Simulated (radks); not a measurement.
Values are calculated unless marked as measured or tabulated.
Problem. Spherical quantum dot in the effective-mass picture: electrons in a well V = -V0 / (1 + exp((r - R)/a)) with V0 = 9.43, R = 4.52, a = 0.24, all in effective atomic units (hartree* = m*/eps^2 hartree, bohr* = eps/m* bohr), one dielectric constant everywhere. Level of theory: non-relativistic Kohn-Sham, LDA (Slater exchange, Perdew-Wang correlation), spin-polarised, spherical densities (a radial shooting solver with Libxc functionals). Levels are named by radial order and angular momentum (1s, 1p, 1d, 2s, ...), and open shells are averaged over m. At N = 1 the configuration is 1s(up 1, down 0). Does electron 2 go into 1p up or 1s down?

Solution. Into 1s down. The total energies of the other choices lie higher by 0.192 hartree* (1p up).
